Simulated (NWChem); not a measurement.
System: CH4CaN2S

```xyz
9

Ca     0.0237     0.1392     0.0033
S      0.0488     2.7508    -0.0018
H     -1.2990     2.8723    -0.0019
C     -0.0016    -2.5189    -0.0026
N      1.1522    -1.8692    -0.0007
N     -1.1425    -1.8462    -0.0005
H     -0.0124    -3.6277    -0.0061
H      1.9609    -2.4797    -0.0024
H     -1.9630    -2.4408    -0.0029
```
Atoms are numbered in this order, from 1.

Computed with NWChem. All runs use the structure optimised with PBE0/def2-SVP. Ions are spin-unrestricted doublets at the neutral geometry; other ion states weren't tried.

For level PBE0/def2-SVP:

- vertical ionisation energy, ΔSCF (eV) = 8.03
- −ε(HOMO) (eV) = 5.80

Question: What are these values for level PBE/def2-SVP?

Answer: The vertical ionisation energy, ΔSCF (eV) is 7.66 and the −ε(HOMO) (eV) is 4.63.
